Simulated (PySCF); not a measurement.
# How methods differ on the ionisation energy of N⁺

N⁺ [He] 2s2 2p2 (3P) → N²⁺ [He] 2s2 2p1 (2P), as a difference of total energies. Computed with PySCF 2.14 in dyall-acv3z (15s9p4d2f, 76 functions), with the spin-free X2C one-electron Hamiltonian (Gaussian nucleus). Correlated levels: valence: 1s2 frozen; virtual orbitals above 40 to 60 times the deepest correlated orbital energy dropped. The calculations carry no spin-orbit coupling.

```csv
method,ionisation energy (eV)
UHF,29.202
MP2 (valence),29.623
SCS-MP2 (valence),29.483
CCSD (valence),29.468
CCSD(T) (valence),29.485
```

Question: How much does correlation contribute at CCSD(T) (valence)?

Answer: 29.485 − (29.202) = 0.283 eV, measured against UHF.

Errors of the correlated levels include the incompleteness of this basis and the frozen core.

For comparison: 29.601 eV (semi-empirical (NIST evaluation); NIST Atomic Spectra Database, ionization energies).
